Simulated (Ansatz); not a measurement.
`C[O][Sn]([CH3])([F])[SH]` and `[CH3][Sn]([F])([F])[SH]` differ in one atom or group.

Ansatz, PBE0-D4/def2-TZVP geometries, multiplicity 1. Each molecule was computed in one conformer, which needn't be the lowest.

Elements past krypton have def2 core potentials.

```tsv
property	`C[O][Sn]([CH3])([F])[SH]`
LUMO energy (PBE0/def2-TZVPP) / eV	-1.10
size of the dipole moment (B3LYP/def2-TZVPP) / D	1.81
HOMO–LUMO gap (PBE0/def2-TZVPP) / eV	6.66
LUMO energy (B3LYP/def2-TZVPP) / eV	-1.42
HOMO energy (B3LYP/def2-TZVPP) / eV	-7.50
HOMO–LUMO gap (B3LYP/def2-TZVPP) / eV	6.08
```

Task: Give the same properties after the change, and the shifts. (An estimate is asked.)

Result: Computed: 
```json
{"property": "LUMO energy (PBE0/def2-TZVPP) / eV", "`[CH3][Sn]([F])([F])[SH]`": "-1.48", "shift": "-0.38"}
{"property": "size of the dipole moment (B3LYP/def2-TZVPP) / D", "`[CH3][Sn]([F])([F])[SH]`": "3.29", "shift": "1.48"}
{"property": "HOMO–LUMO gap (PBE0/def2-TZVPP) / eV", "`[CH3][Sn]([F])([F])[SH]`": "6.65", "shift": "-0.01"}
{"property": "LUMO energy (B3LYP/def2-TZVPP) / eV", "`[CH3][Sn]([F])([F])[SH]`": "-1.81", "shift": "-0.39"}
{"property": "HOMO energy (B3LYP/def2-TZVPP) / eV", "`[CH3][Sn]([F])([F])[SH]`": "-7.87", "shift": "-0.37"}
{"property": "HOMO–LUMO gap (B3LYP/def2-TZVPP) / eV", "`[CH3][Sn]([F])([F])[SH]`": "6.05", "shift": "-0.03"}
```

Dipoles are sizes alone; their direction can turn.

B3LYP here is the variant with VWN-RPA as its local correlation; programs differ in this.
